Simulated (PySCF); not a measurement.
## From a computed spectrum to the compound

A species of 3 atoms with charge 0 has these harmonic modes (PBE0, small Gaussian bases with core potentials, PySCF 2.14.0):

| cm⁻¹ | km/mol | symmetry |
| --- | --- | --- |
| 125 | 7.9 | a' |
| 455 | 68.1 | a' |
| 570 | 112.1 | a' |

Q: Which species is it, and in which structure?

A: EuSF (singlet in the valence; each metal's 4f electrons, 6 of them, lie in its core potential, out of spins and levels):
```xyz
3

Eu   -0.1559    0.0000   -0.3093
S     1.8227    0.0000    0.9635
F    -1.8128    0.0000    0.8679
```
Ideal gas at 298.15 K and 1 bar: S = 318.4 J/(mol K), Cp = 51.6 J/(mol K), H − H(0 K) = 12.9 kJ/mol (rigid rotor, harmonic modes, spin degeneracy alone, that of the 4f electrons in the core included). An lcecp potential fixes the number of 4f electrons, so in runs with it no electron can move into or out of that shell.
 The answer isn't unique; the calculation gave this one.
